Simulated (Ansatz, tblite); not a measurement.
Spin states of PdAu3 (the lowest doublet isomer of a short search), each relaxed with r2SCAN-D4/def2-SVP in Ansatz. Electronic energies in the gas phase.

In the def2 sets Au, Pd take a core potential; there is no spin–orbit coupling. The xTB rows come from tblite. Correlated methods freeze no core orbitals; core or outer-core shells of Pd, Au are correlated, in sets that lack core-valence functions. The structure comes from a short search, and lower isomers may exist.

Doublet geometry (C2v within 0.1 Å):

```xyz
4

Pd    0.4190   -0.2624   -1.2739
Au   -1.1028    1.8395   -0.7341
Au   -0.4153    0.2590    1.2592
Au    1.0992   -1.8361    0.7487
```

Quartet geometry (Cs within 0.1 Å):

Cartesian coordinates in Å:
```
Pd -0.4252 0.2878 1.2022
Au 0.5612 2.1533 -0.2336
Au 0.6597 -0.3712 -1.2660
Au -0.7957 -2.0699 0.2974
```

⟨S²⟩: doublet 0.76 at PBE0-D4/def2-TZVP (pure 0.75), quartet 3.76 at PBE0-D4/def2-TZVP (pure 3.75).

Only these spin states were relaxed.

```json
{"level": "GFN1-xTB", "quartet − doublet (kcal/mol)": "38.8", "lowest of these": "doublet", "remarks": "–"}
{"level": "GFN2-xTB", "quartet − doublet (kcal/mol)": "58.0", "lowest of these": "doublet", "remarks": "–"}
{"level": "HF/def2-TZVP", "quartet − doublet (kcal/mol)": "23.7", "lowest of these": "doublet", "remarks": "spin-contaminated (⟨S²⟩ 0.84) (doublet)"}
{"level": "PBE-D4/def2-TZVP", "quartet − doublet (kcal/mol)": "32.0", "lowest of these": "doublet", "remarks": "–"}
{"level": "revPBE-D4/def2-TZVP", "quartet − doublet (kcal/mol)": "32.1", "lowest of these": "doublet", "remarks": "–"}
{"level": "r2SCAN-D4/def2-TZVP", "quartet − doublet (kcal/mol)": "31.1", "lowest of these": "doublet", "remarks": "–"}
{"level": "B97M-V/def2-TZVP", "quartet − doublet (kcal/mol)": "33.4", "lowest of these": "doublet", "remarks": "–"}
{"level": "PBE0-D4/def2-TZVP", "quartet − doublet (kcal/mol)": "35.7", "lowest of these": "doublet", "remarks": "–"}
{"level": "CAM-B3LYP-D4/def2-TZVP", "quartet − doublet (kcal/mol)": "36.1", "lowest of these": "doublet", "remarks": "–"}
{"level": "PBE-QIDH/def2-TZVP", "quartet − doublet (kcal/mol)": "37.2", "lowest of these": "doublet", "remarks": "–"}
{"level": "RPA@PBE/def2-TZVP", "quartet − doublet (kcal/mol)": "29.3", "lowest of these": "doublet", "remarks": "–"}
{"level": "MP2/def2-TZVP", "quartet − doublet (kcal/mol)": "39.8", "lowest of these": "doublet", "remarks": "spin-contaminated (⟨S²⟩ 0.84) (doublet)"}
```

Change of the quartet − doublet gap on mixing in exact exchange, in kcal/mol: PBE to PBE0 (25 % exact exchange) 3.7.

The xTB methods have no spin-polarisation term.
